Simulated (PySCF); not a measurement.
**Nuclear quadrupole coupling in `C/C=C/[P@H](=S)CC(C)=O`**

Compound: C6H11OPS.
Z-matrix (Å and degrees, GFN2-xTB geometry), rows numbered from 1:
```
C 
C   1  1.4839
C   2  1.3286  1  125.37
P   3  1.8054  2  120.29  1  -179.68
S   4  1.9303  3  116.74  2     3.34
C   4  1.8540  3  105.04  2  -124.71
C   6  1.5127  4  103.35  3  -163.63
C   7  1.4954  6  114.96  4  -101.51
O   7  1.2055  6  120.32  4    74.40
H   1  1.0895  2  109.75  3   121.07
H   1  1.0896  2  109.79  3  -121.26
H   1  1.0873  2  111.52  3    -0.03
H   2  1.0850  1  116.37  3  -179.86
H   3  1.0826  2  122.63  1    -0.21
H   4  1.3980  3  102.83  2   132.09
H   6  1.0914  4  108.89  3    75.46
H   6  1.0912  4  108.68  3   -45.73
H   8  1.0916  7  107.90  6    59.07
H   8  1.0878  7  110.54  6   -58.87
H   8  1.0863  7  110.63  6   179.01
```

Field gradients from the PBE0/pcSseg-1 density (PySCF, non-relativistic), principal values in atomic units, ordered |Vxx| ≤ |Vyy| ≤ |Vzz|:

```
atom      Vxx      Vyy      Vzz
  S5  -1.1091  -1.1928   2.3019
  O9   0.5272   1.4375  -1.9648
```

Q: Find the asymmetry η = (Vxx − Vyy)/Vzz and the couplings χ = eQV/h (234.96 MHz × Q in barn × V in au), with Q(33S) = −0.0678 b, Q(17O) = −0.0256 b.

A: 
| atom | environment | nucleus | η | χzz (MHz) | χxx (MHz) | χyy (MHz) |
| --- | --- | --- | --- | --- | --- | --- |
| S5 | sulfur bonded to P | 33S | 0.04 | -36.67 | 17.67 | 19.00 |
| O9 | ketone oxygen | 17O | 0.46 | 11.82 | -3.17 | -8.65 |

The gradient is axial or nearly so (η below 0.05) at S5. The tensor is traceless: Vxx + Vyy + Vzz = 0.

Q: What is Vzz at O9 in SI units (1 au = 9.71736 × 10²¹ V/m²)?

A: -1.9648 au = -19.092 × 10²¹ V/m².

Q: What couplings would deuterons (Q(2H) = 0.00286 b) have in place of the hydrogens, at this geometry?

A: 
```tsv
atom	bonded to	bond length (Å)	Vzz (au)	η	χzz (kHz)
H10	C1	1.089	0.3101	0.03	208
H11	C1	1.090	0.3102	0.03	208
H12	C1	1.087	0.3131	0.03	210
H13	C2	1.085	0.3048	0.05	205
H14	C3	1.083	0.3266	0.08	220
H15	P4	1.398	0.1833	0.01	123
H16	C6	1.091	0.3029	0.03	204
H17	C6	1.091	0.3067	0.01	206
H18	C8	1.092	0.2958	0.04	199
H19	C8	1.088	0.3143	0.04	211
H20	C8	1.086	0.3141	0.02	211
```

The structure is a single GFN2-xTB conformer in the gas phase; no vibrational or solvent corrections. GFN2-xTB bond lengths can be off by several hundredths of an ångström, more for odd bonds, and the gradients follow them. The basis is small and wasn't made for field gradients, so the couplings can be 20 % off.

These values come from a run that also computed NMR shieldings. The run took 44 s wall on Arm Neoverse V2, one thread, shared host with 32 logical CPUs at a one-minute load of 13, and the process peaked at 0.93 GiB of memory.
